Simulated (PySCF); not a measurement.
**In²⁺: ionisation energy**

In²⁺ [Kr] 4d10 5s1 [5s1/2^1, M_J = 1/2] → In³⁺ [Kr] 4d10, as a difference of total energies. Calculation: PySCF 2.14, in x2c-SVPall-2c (6s8p4d, 50 functions); the two-component X2C-1e Hamiltonian. Correlated levels: [Ar] 3d10 frozen; the 6 highest virtual spinors dropped. "Screened" scales the spin-orbit matrix elements by Boettger's factors to mimic the two-electron term; Breit and QED terms are absent.

```csv
method,ionisation energy (eV)
GMP2 (spin-free),26.881
GHF (screened spin-orbit),26.712
GMP2 (screened spin-orbit),26.883
```

How much does correlation contribute at GMP2 (screened spin-orbit)?

26.883 − (26.712) = 0.171 eV, measured against GHF (screened spin-orbit).

Errors of the correlated levels include the incompleteness of this basis and the frozen core.

For comparison: 28.044 eV (measured; NIST Atomic Spectra Database, ionization energies).
